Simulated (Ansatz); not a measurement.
Process, species as SMILES: F[SiH-][SiH](F)F -> F[Si-](F)[SiH2]F

Quantity: isomerisation energy (electronic), in kcal/mol. Set-up: frozen cores in correlated levels; 6-311+G** with 5d, 6d on Na to Ar in Ansatz (a first-principles code); 6-31G* and kin with 6d, 5d where marked; LANL2DZ with its own core potentials from Na on; non-relativistic; no spin-orbit coupling. CBS(X,Y): correlation extrapolated as X^-3; Hartree-Fock from the larger set. First-principles rows: single points at B3LYP-D3(BJ) geometries (Ansatz). Anions need diffuse functions, which STO-3G, LANL2DZ, def2-SVP, cc-pVDZ and Pople sets without + lack.

Coupled cluster (Ansatz) is a level with limits of its own, used here on species with T1 under 0.025 (0.045 for open shells) and stable references: CCSD(T)/CBS(aug-cc-pV(T+d)Z,aug-cc-pV(Q+d)Z).

Value to compare with, CCSD(T)/CBS(aug-cc-pV(T+d)Z,aug-cc-pV(Q+d)Z) (Ansatz): 4.5 kcal/mol.

```json
[
 {"level": "HF/STO-3G", "program": "Ansatz", "isomerisation energy (electronic) (kcal/mol)": "-2.3", "difference": "-6.8"},
 {"level": "HF/3-21G", "program": "Ansatz", "isomerisation energy (electronic) (kcal/mol)": "2.6", "difference": "-1.9"},
 {"level": "HF/LANL2DZ", "program": "Ansatz", "isomerisation energy (electronic) (kcal/mol)": "-3.2", "difference": "-7.7"},
 {"level": "HF/6-31G*", "program": "Ansatz", "isomerisation energy (electronic) (kcal/mol)": "4.9", "difference": "0.4"},
 {"level": "HF/6-311+G**", "program": "Ansatz", "isomerisation energy (electronic) (kcal/mol)": "2.3", "difference": "-2.2"}
]
```

Among the 5 habitual levels, HF/LANL2DZ lies farthest from CCSD(T)/CBS(aug-cc-pV(T+d)Z,aug-cc-pV(Q+d)Z) (Ansatz) (-7.7 kcal/mol) and HF/6-31G* nearest (0.4); 1 of 5 lie above it, and their mean absolute difference is 3.8 kcal/mol, the median 2.2. One case shows no general order.

The sets are all those run for this method; left out are runs that failed, that the program found above a lower state of the same kind, or whose <S^2> lies over 0.5 above the pure value.
